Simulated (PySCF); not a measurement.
## Energy of Co(2+) (cobalt, charge +2) between two integer charges

The 3d beta orbital of [Ar] 3d7 is emptied in steps (occupation f), with all orbitals relaxed, ending at [Ar] 3d6. Computed with PySCF 2.14 in aug-cc-pVTZ, with no relativity, point nucleus. The exact energy is a straight line in f; departures are measured from the line between the end points of the same method.

```csv
f,BHandHLYP (eV),wB97X (eV),M06-2X (eV)
1,0.000,0.000,0.000
0.8,-0.435,-0.482,-0.432
0.6,-0.664,-0.733,-0.662
0.4,-0.674,-0.741,-0.678
0.2,-0.457,-0.498,-0.464
0,0.000,0.000,0.000
```

| method | E(f=0) − E(f=1) (eV) | −ε at f=1 (eV) | −ε at f=0.4 (eV) |
| --- | --- | --- | --- |
| BHandHLYP | 33.596 | 30.929 | 34.105 |
| wB97X | 33.836 | 30.865 | 34.418 |
| M06-2X | 33.491 | 30.853 | 33.972 |

Orbital energy along the path (eV):

| f | BHandHLYP | wB97X | M06-2X |
| --- | --- | --- | --- |
| 1 | -30.929 | -30.865 | -30.853 |
| 0.8 | -31.926 | -31.994 | -31.826 |
| 0.6 | -32.988 | -33.182 | -32.865 |
| 0.4 | -34.105 | -34.418 | -33.972 |
| 0.2 | -35.273 | -35.689 | -35.165 |
| 0 | -36.495 | -36.947 | -36.477 |

Reference removal energy between the ground levels: 33.5 ± 0.06 eV (semi-empirical (NIST evaluation); NIST Atomic Spectra Database, ionization energies). The calculation has no spin-orbit coupling. The determinant left behind need not be the lowest term of the ion.
